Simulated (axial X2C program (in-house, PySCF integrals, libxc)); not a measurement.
**Density and ELF of AsSe⁺**

All values were computed with an in-house all-electron X2C program for linear molecules (integrals from PySCF). Two-component (2c) means X2C with spin–orbit coupling and atomic mean-field two-electron Coulomb and Gaunt terms. Basis: Se dyall-cv3z [8s9p6d4f1g], As dyall-cv3z [9s9p6d4f1g] (cores contracted in-house); Gaussian nuclei, density fitting, unrestricted open shells. Masses: Se 79.917 u, As 74.922 u.

PBE0, two-component, state Ω = 0 (closed shell); Se at z = 0, As at z = 2.064 Å.

The maps cover the half plane through the axis: z from -2.4 to 4.2 Å along the bond, ρ from 0.15 to 2.25 Å away from it (steps of 0.3 Å, the bottom row nearest the axis).

log10 of the density in e/bohr³:

digits 0 to 9 span -5.04 to 1.42 evenly
```
00111222222222222221100
01122333333333333322210
01223344444444444333221
11233445555544444443321
12334555555555555544332
12344566666656666554432
22345667876666787655432
23345678987667998665433
```

Electron localisation function (collinear form, no current term, damped to 0 at low density):

digits 0 to 9 span 0.00 to 1.00 evenly
```
00000000111110000000000
00000122233322111110000
00002345555543334432100
00024667766655556776410
00146787777765556888640
00367874336764213689862
01478832422751352389873
01578727271642727279984
```

The state is a single determinant with fixed occupations, the lowest that a limited PBE0 search found.
